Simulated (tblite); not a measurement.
C₅H₇BO₂.
SMILES with atom numbers: `[CH3:1]/[CH:2]=[CH:3]\[C:4]#[C:5][B:6]([OH:7])[OH:8]` (hydrogens: H9, H10, H11 on C1; H12 on C2; H13 on C3; H14 on O7; H15 on O8)

Computed with GFN2-xTB (tblite), gas phase: L-BFGS steps from a force-field or distance-geometry start until the largest atomic force falls under 0.01 eV/Å.

The end geometry, which sets the zero of energy:
```
atom  x, y, z in Å
C1     -2.5153   -0.4482   -0.0676
C2     -2.2022    0.9458   -0.4849
C3     -0.9709    1.4327   -0.6476
C4      0.2063    0.6863   -0.4420
C5      1.2250    0.0567   -0.2682
B6      2.5428   -0.6907   -0.0607
O7      3.7565   -0.1026   -0.2868
O8      2.5197   -1.9737    0.3603
H9     -1.6030   -1.0152    0.0991
H10    -3.1104   -0.9439   -0.8348
H11    -3.1061   -0.4409    0.8486
H12    -3.0530    1.5911   -0.6630
H13    -0.8211    2.4612   -0.9541
H14     3.7345    0.8037   -0.5861
H15     3.3926   -2.3544    0.4603
```

Question: These geometries come from the run, each turned onto the end geometry. Order them by energy, lowest first.
A.
```
atom  x, y, z in Å
C1     -2.4086   -0.4442    0.0160
C2     -2.2064    0.9560   -0.4550
C3     -1.0014    1.4978   -0.6445
C4      0.1930    0.7774   -0.4472
C5      1.2037    0.1267   -0.3079
B6      2.4816   -0.6926   -0.1254
O7      3.7339   -0.1761   -0.3116
O8      2.3622   -1.9881    0.2394
H9     -1.7121   -0.6730    0.8197
H10    -2.2144   -1.1486   -0.7928
H11    -3.4252   -0.5989    0.3643
H12    -3.0931    1.5405   -0.6574
H13    -0.8942    2.5207   -0.9821
H14     3.7714    0.7399   -0.5778
H15     3.2052   -2.4296    0.3348
```
B.
```
atom  x, y, z in Å
C1     -2.4998   -0.4443   -0.0535
C2     -2.1997    0.9524   -0.4718
C3     -0.9712    1.4433   -0.6441
C4      0.2066    0.6946   -0.4528
C5      1.2152    0.0466   -0.2874
B6      2.5315   -0.7026   -0.0787
O7      3.7427   -0.1051   -0.2937
O8      2.5100   -1.9866    0.3393
H9     -1.5857   -0.9696    0.2132
H10    -2.9875   -0.9820   -0.8678
H11    -3.1814   -0.4449    0.7968
H12    -3.0542    1.5923   -0.6500
H13    -0.8273    2.4700   -0.9580
H14     3.7133    0.8049   -0.5812
H15     3.3828   -2.3609    0.4622
```
C.
```
atom  x, y, z in Å
C1     -2.3678   -0.4583    0.0187
C2     -2.1841    0.9593   -0.4189
C3     -0.9843    1.4826   -0.7114
C4      0.2045    0.7490   -0.5744
C5      1.2123    0.1294   -0.3529
B6      2.4735   -0.6845   -0.1430
O7      3.7088   -0.1186   -0.2750
O8      2.3031   -1.9653    0.2457
H9     -1.7248   -0.6892    0.8693
H10    -2.0889   -1.1394   -0.7859
H11    -3.3987   -0.6616    0.2926
H12    -3.0594    1.5916   -0.4904
H13    -0.8859    2.5167   -1.0132
H14     3.7012    0.7835   -0.5814
H15     3.0859   -2.4872    0.3927
```
D.
```
atom  x, y, z in Å
C1     -2.4896   -0.4376   -0.0320
C2     -2.2085    0.9557   -0.4762
C3     -0.9801    1.4501   -0.6396
C4      0.1948    0.7050   -0.4076
C5      1.2145    0.0801   -0.2200
B6      2.5284   -0.6888   -0.0562
O7      3.7462   -0.1202   -0.3095
O8      2.4940   -1.9832    0.3300
H9     -1.5945   -0.8991    0.3808
H10    -2.8198   -1.0224   -0.8929
H11    -3.2829   -0.4628    0.7156
H12    -3.0724    1.5740   -0.6869
H13    -0.8280    2.4660   -0.9856
H14     3.7356    0.7872   -0.6057
H15     3.3576   -2.3962    0.3582
```
E.
```
atom  x, y, z in Å
C1     -2.4775   -0.4390   -0.0230
C2     -2.2132    0.9574   -0.4726
C3     -0.9862    1.4526   -0.6383
C4      0.1899    0.7203   -0.3895
C5      1.2139    0.1052   -0.1967
B6      2.5148   -0.6813   -0.0524
O7      3.7390   -0.1396   -0.3252
O8      2.4647   -1.9798    0.3129
H9     -1.6123   -0.8353    0.5044
H10    -2.6674   -1.0843   -0.8845
H11    -3.3449   -0.4783    0.6301
H12    -3.0715    1.5782   -0.6967
H13    -0.8327    2.4631   -0.9928
H14     3.7551    0.7715   -0.6083
H15     3.3237   -2.4027    0.3051
```

Answer: B (0.002 eV), D (0.011 eV), E (0.022 eV), A (0.043 eV), C (0.090 eV).

In the order of the answer:

```
step  E above end (eV)  largest force (eV/Å)  rms force component (eV/Å)  rms distance from end (Å)  rms bond change (Å)  bond most changed (Å)
  82             0.002                  0.03                       0.011                      0.055                0.000          C1–H10 +0.001
  74             0.011                  0.08                       0.029                      0.132                0.001           C5–B6 +0.002
  68             0.022                  0.09                       0.034                      0.197                0.002          C1–H11 -0.004
  44             0.043                  0.06                       0.022                      0.368                0.002          C1–H11 -0.005
  13             0.090                  0.60                       0.156                      0.412                0.006           C5–B6 -0.013
```

What follows is the cost of the whole relaxation. The run took 1.6 s of wall time on one thread of an Intel Xeon at 2.50 GHz, shared host.
